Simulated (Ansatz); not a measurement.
Species: C$_{4}$H$_{6}$Si$_{2}$, net charge 0, singlet state. 
Geometry from a B3LYP-D3(BJ)/def2-TZVP (Ansatz, a quantum-chemistry and plane-wave program) optimisation:
SMILES: C#C[SiH2]C#C[SiH3]
```xyz
12

C     -3.6087     0.3719     0.0080
C     -2.6264    -0.3159     0.1278
Si    -1.1508    -1.3695     0.3120
C      0.3541    -0.3673     0.0680
C      1.3607     0.2909    -0.0927
Si     2.8718     1.2893    -0.3360
H     -4.4746     0.9809    -0.0981
H     -1.1876    -2.4455    -0.6984
H     -1.1316    -1.9534     1.6679
H      4.0579     0.4200    -0.1833
H      2.8544     1.8759    -1.6929
H      2.9104     2.3681     0.6742
```

Computed values are from Ansatz. Valence correlation only, unless marked. UHF or UKS for open shells. Spin-orbit coupling is left out. No relativistic terms. CBS marks a two-point X^-3 extrapolation of the correlation energy; Hartree-Fock from the larger set. The bracket is a focal-point correction in the basis named.

The atomisation energy De comes out as 4772.5 kJ/mol at CCSD(T)/CBS(aug-cc-pV(T+d)Z,aug-cc-pV(Q+d)Z), the vertical ionisation energy (to the doublet) is 10.62 eV at RI-MP2/CBS(aug-cc-pV(T+d)Z,aug-cc-pV(Q+d)Z)+[CCSD(T)-MP2]/aug-cc-pV(T+d)Z and the total energy comes out as -733.8542 Eh at CCSD(T)/CBS(aug-cc-pV(T+d)Z,aug-cc-pV(Q+d)Z). The dipole moment is 0.53 D at CCSD(T)/aug-cc-pV(D+d)Z and the T1 diagnostic is 0.013 at CCSD/aug-cc-pV(Q+d)Z.
